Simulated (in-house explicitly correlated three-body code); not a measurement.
Computed with an exponentially correlated three-body code. Model: two electrons around a point charge, non-relativistic, variational in 260 exponentially correlated functions (energies converged to about 1e-7 hartree, or 1e-8 relative for large Z).

For two electrons in a singlet the Kohn-Sham orbital is the square root of half the density, so the exact Kohn-Sham potential and energy parts follow from the density alone, and exchange is minus half the Hartree energy. The Kohn-Sham level equals minus the binding energy of the second electron.

Command:
```bash
python run_hyl.py task.json out
```
Settings (lengths in bohr, energies in hartree):
```
Z                      3.64
interaction_strength   1
functions              260
states_tried           13
```

Time taken, with all properties: 40 s on 1 thread of AMD EPYC 7R13 Processor (Zen 3) (shared host).

**Those bound S and P states to n = 4 that converged, binding against the one-electron ion.**

Given: nuclear charge 3.64.

Computed: one-electron threshold -6.6248 hartree.

```tsv
term	energy (hartree)	binding (eV)	quantum defect
1 1S	-11.1299693	122.59	0.12051
2 3S	-7.64599958	27.788	0.15272
2 1S	-7.54909021	25.151	0.058288
2 3P	-7.53781027	24.844	0.04633
2 1P	-7.48464235	23.398	-0.013166
3 3S	-7.05278868	11.646	0.14653
3 1S	-7.0272308	10.951	0.057318
3 3P	-7.0242774	10.87	0.04646
3 1P	?	?	?
4 3S	-6.85925032	6.3797	0.14465
4 1S	?	?	?
4 3P	-6.84774583	6.0667	0.046432
4 1P	-6.841239	5.8896	-0.012557
```

What belongs in the row 3 1P?

energy (hartree): -7.00871729; binding (eV): 10.447; quantum defect: -0.012799.

What belongs in the row 4 1S?

energy (hartree): -6.84895585; binding (eV): 6.0996; quantum defect: 0.057117.

**Converged states only, values per electron or pair.**

```json
{"term": "1 1S", "mean r (bohr)": "0.4601", "mean r squared (bohr²)": "0.28672", "mean inverse r (1/bohr)": "3.3278", "mean r12 (bohr)": "0.68881", "mean inverse r12 (1/bohr)": "1.9664", "mean cosine": "-0.036134", "mean p1 dot p2 (bohr⁻²)": "0.37306", "delta r1 (bohr⁻³)": "12.742", "delta r12 (bohr⁻³)": "1.0872"}
{"term": "2 3S", "mean r (bohr)": "1.1862", "mean r squared (bohr²)": "2.3514", "mean inverse r (1/bohr)": "2.1808", "mean r12 (bohr)": "2.0234", "mean inverse r12 (1/bohr)": "0.58392", "mean cosine": "-0.010947", "mean p1 dot p2 (bohr⁻²)": "0.024296", "delta r1 (bohr⁻³)": "8.2281", "delta r12 (bohr⁻³)": "-"}
{"term": "2 1S", "mean r (bohr)": "1.281", "mean r squared (bohr²)": "2.8066", "mean inverse r (1/bohr)": "2.1595", "mean r12 (bohr)": "2.1974", "mean inverse r12 (1/bohr)": "0.62267", "mean cosine": "-0.013687", "mean p1 dot p2 (bohr⁻²)": "0.029569", "delta r1 (bohr⁻³)": "8.1494", "delta r12 (bohr⁻³)": "0.14627"}
{"term": "2 3P", "mean r (bohr)": "1.1001", "mean r squared (bohr²)": "2.0412", "mean inverse r (1/bohr)": "2.1612", "mean r12 (bohr)": "1.8695", "mean inverse r12 (1/bohr)": "0.65824", "mean cosine": "-0.06", "mean p1 dot p2 (bohr⁻²)": "-0.54362", "delta r1 (bohr⁻³)": "7.5682", "delta r12 (bohr⁻³)": "-"}
{"term": "2 1P", "mean r (bohr)": "1.1685", "mean r squared (bohr²)": "2.3332", "mean inverse r (1/bohr)": "2.1461", "mean r12 (bohr)": "1.9647", "mean inverse r12 (1/bohr)": "0.65436", "mean cosine": "0.018813", "mean p1 dot p2 (bohr⁻²)": "0.46949", "delta r1 (bohr⁻³)": "7.6945", "delta r12 (bohr⁻³)": "0.026429"}
{"term": "3 3S", "mean r (bohr)": "2.5258", "mean r squared (bohr²)": "12.332", "mean inverse r (1/bohr)": "1.9752", "mean r12 (bohr)": "4.6652", "mean inverse r12 (1/bohr)": "0.27418", "mean cosine": "-0.0033604", "mean p1 dot p2 (bohr⁻²)": "0.006814", "delta r1 (bohr⁻³)": "7.8273", "delta r12 (bohr⁻³)": "-"}
{"term": "3 1S", "mean r (bohr)": "2.6674", "mean r squared (bohr²)": "13.878", "mean inverse r (1/bohr)": "1.9696", "mean r12 (bohr)": "4.9446", "mean inverse r12 (1/bohr)": "0.28391", "mean cosine": "-0.0043115", "mean p1 dot p2 (bohr⁻²)": "0.0087842", "delta r1 (bohr⁻³)": "7.8115", "delta r12 (bohr⁻³)": "0.042905"}
{"term": "3 3P", "mean r (bohr)": "2.4948", "mean r squared (bohr²)": "12.197", "mean inverse r (1/bohr)": "1.9699", "mean r12 (bohr)": "4.6077", "mean inverse r12 (1/bohr)": "0.29215", "mean cosine": "-0.015681", "mean p1 dot p2 (bohr⁻²)": "-0.13583", "delta r1 (bohr⁻³)": "7.6478", "delta r12 (bohr⁻³)": "-"}
{"term": "3 1P", "mean r (bohr)": "?", "mean r squared (bohr²)": "?", "mean inverse r (1/bohr)": "?", "mean r12 (bohr)": "?", "mean inverse r12 (1/bohr)": "?", "mean cosine": "?", "mean p1 dot p2 (bohr⁻²)": "?", "delta r1 (bohr⁻³)": "?", "delta r12 (bohr⁻³)": "?"}
{"term": "4 3S", "mean r (bohr)": "4.4335", "mean r squared (bohr²)": "40.317", "mean inverse r (1/bohr)": "1.906", "mean r12 (bohr)": "8.4688", "mean inverse r12 (1/bohr)": "0.15749", "mean cosine": "-0.0014123", "mean p1 dot p2 (bohr⁻²)": "0.0027891", "delta r1 (bohr⁻³)": "7.7374", "delta r12 (bohr⁻³)": "-"}
{"term": "4 1S", "mean r (bohr)": "?", "mean r squared (bohr²)": "?", "mean inverse r (1/bohr)": "?", "mean r12 (bohr)": "?", "mean inverse r12 (1/bohr)": "?", "mean cosine": "?", "mean p1 dot p2 (bohr⁻²)": "?", "delta r1 (bohr⁻³)": "?", "delta r12 (bohr⁻³)": "?"}
{"term": "4 3P", "mean r (bohr)": "4.4573", "mean r squared (bohr²)": "41.13", "mean inverse r (1/bohr)": "1.9038", "mean r12 (bohr)": "8.5181", "mean inverse r12 (1/bohr)": "0.16443", "mean cosine": "-0.006317", "mean p1 dot p2 (bohr⁻²)": "-0.053835", "delta r1 (bohr⁻³)": "7.6645", "delta r12 (bohr⁻³)": "-"}
{"term": "4 1P", "mean r (bohr)": "4.59", "mean r squared (bohr²)": "43.711", "mean inverse r (1/bohr)": "1.9021", "mean r12 (bohr)": "8.7795", "mean inverse r12 (1/bohr)": "0.16473", "mean cosine": "0.0020565", "mean p1 dot p2 (bohr⁻²)": "0.055266", "delta r1 (bohr⁻³)": "7.6772", "delta r12 (bohr⁻³)": "0.0039062"}
```

What belongs in the row 3 1P?

mean r (bohr): 2.5948; mean r squared (bohr²): 13.258; mean inverse r (1/bohr): 1.9656; mean r12 (bohr): 4.7972; mean inverse r12 (1/bohr): 0.29244; mean cosine: 0.0050679; mean p1 dot p2 (bohr⁻²): 0.13327; delta r1 (bohr⁻³): 7.6798; delta r12 (bohr⁻³): 0.0088968.

What belongs in the row 4 1S?

mean r (bohr): 4.6233; mean r squared (bohr²): 44.023; mean inverse r (1/bohr): 1.9037; mean r12 (bohr): 8.8469; mean inverse r12 (1/bohr): 0.16126; mean cosine: -0.0018428; mean p1 dot p2 (bohr⁻²): 0.0036928; delta r1 (bohr⁻³): 7.7322; delta r12 (bohr⁻³): 0.017928.

**Electric-dipole lines between converged S and P states, rate of the upper state's decay.**

```csv
s state,p state,p minus s (eV),oscillator strength from s,rate (1/s)
1 1S,2 1P,99.194,0.52324,7.4467e+10
1 1S,3 1P,112.14,0.12227,2.2243e+10
1 1S,4 1P,?,?,?
2 1S,2 1P,1.7537,0.16655,7.409e+06
2 1S,3 1P,14.704,0.2917,9.1224e+08
2 1S,4 1P,19.262,0.079503,4.2664e+08
3 1S,2 1P,-12.447,-0.08213,5.5211e+08
3 1S,3 1P,?,?,?
3 1S,4 1P,5.0611,0.30616,1.1343e+08
4 1S,2 1P,-17.298,-0.016742,2.1737e+08
4 1S,3 1P,-4.3473,-0.17971,1.4737e+08
4 1S,4 1P,0.20999,0.39681,253080
2 3S,2 3P,2.944,0.23983,3.0065e+07
2 3S,3 3P,16.918,0.2332,9.6543e+08
2 3S,4 3P,21.722,0.067545,4.6096e+08
3 3S,2 3P,-13.198,-0.096228,7.2734e+08
3 3S,3 3P,0.77583,0.40001,3.4825e+06
3 3S,4 3P,5.5795,0.2411,1.0856e+08
4 3S,2 3P,-18.465,-0.018475,2.7331e+08
4 3S,3 3P,-4.4906,-0.21279,1.862e+08
4 3S,4 3P,0.31305,0.54955,778990
```

What belongs in the row 1 1S 4 1P?

p minus s (eV): 116.7; oscillator strength from s: 0.047701; rate (1/s): 9.3966e+09.

What belongs in the row 3 1S 3 1P?

p minus s (eV): 0.50378; oscillator strength from s: 0.28624; rate (1/s): 1.0508e+06.

**Density and exact potentials over r, pair density (one pair, times 4 pi r12^2) and exact minus Kohn-Sham pair density over r12.**

| radius (bohr) | radial density (electrons/bohr) | exchange potential (hartree) | intracule density (1/bohr) | Coulomb hole against Kohn-Sham (1/bohr) | correlation potential (hartree) |
| --- | --- | --- | --- | --- | --- |
| 0.0578 | 0.70433 | -3.2552 | 0.04691 | -0.01293 | -0.04 |
| 0.0672 | 0.88995 | -3.2328 | 0.063348 | -0.01681 | -0.037 |
| 0.0782 | 1.1139 | -3.2039 | 0.085536 | -0.02172 | -0.032 |
| 0.0909 | 1.3747 | -3.1674 | 0.11492 | -0.02772 | -0.027 |
| 0.106 | 1.679 | -3.1204 | 0.15476 | -0.03508 | -0.021 |
| 0.123 | 2.0042 | -3.0637 | 0.20533 | -0.04336 | -0.015 |
| 0.143 | 2.3528 | -2.9932 | 0.27145 | -0.05264 | -0.008 |
| 0.166 | 2.6983 | -2.9087 | 0.35449 | -0.06217 | 0 |
| 0.193 | 3.0219 | -2.8069 | 0.45845 | -0.07114 | 0.007 |
| 0.225 | 3.2913 | -2.6851 | 0.58578 | -0.07804 | 0.014 |
| 0.262 | ? | ? | ? | ? | ? |
| 0.304 | 3.5026 | -2.3932 | 0.88509 | -0.07697 | 0.023 |
| 0.354 | 3.391 | -2.2215 | 1.0412 | -0.0652 | 0.024 |
| 0.412 | 3.1196 | -2.0384 | 1.1748 | -0.04514 | 0.023 |
| 0.479 | 2.7098 | -1.8493 | 1.2604 | -0.01901 | 0.02 |
| 0.557 | 2.2016 | -1.658 | 1.2735 | 0.008667 | 0.016 |
| 0.647 | 1.6602 | -1.4717 | 1.198 | 0.03134 | 0.012 |
| 0.753 | 1.1408 | -1.2918 | 1.0324 | 0.04366 | 0.008 |
| 0.875 | ? | ? | ? | ? | ? |
| 1.02 | 0.38751 | -0.97406 | 0.5509 | 0.03246 | 0.003 |
| 1.18 | 0.19076 | -0.84518 | 0.33523 | 0.01899 | 0.002 |
| 1.38 | 0.075301 | -0.724 | 0.16508 | 0.007295 | 0.001 |

What belongs in the row 0.262?

radial density (electrons/bohr): 3.462; exchange potential (hartree): -2.546; intracule density (1/bohr): 0.73132; Coulomb hole against Kohn-Sham (1/bohr): -0.08063; correlation potential (hartree): 0.019.

What belongs in the row 0.875?

radial density (electrons/bohr): 0.71035; exchange potential (hartree): -1.1266; intracule density (1/bohr): 0.80458; Coulomb hole against Kohn-Sham (1/bohr): 0.04312; correlation potential (hartree): 0.005.
